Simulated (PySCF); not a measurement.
## Ionisation energy of Be⁺ by level of theory

Be⁺ [He] 2s1 (2S) → Be²⁺ 1s2 (1S), as a difference of total energies. Calculation: PySCF 2.14, in aug-cc-pVDZ-DK (4s3p2d, 23 functions); the spin-free X2C one-electron Hamiltonian (Gaussian nucleus). The calculations carry no spin-orbit coupling.

```json
{"method": "UHF", "ionisation energy (eV)": "18.094", "error (eV)": "-0.117"}
{"method": "B3LYP", "ionisation energy (eV)": "18.550", "error (eV)": "+0.339"}
{"method": "PBE0", "ionisation energy (eV)": "18.404", "error (eV)": "+0.193"}
```

Reference: 18.211 eV (measured; NIST Atomic Spectra Database, ionization energies).
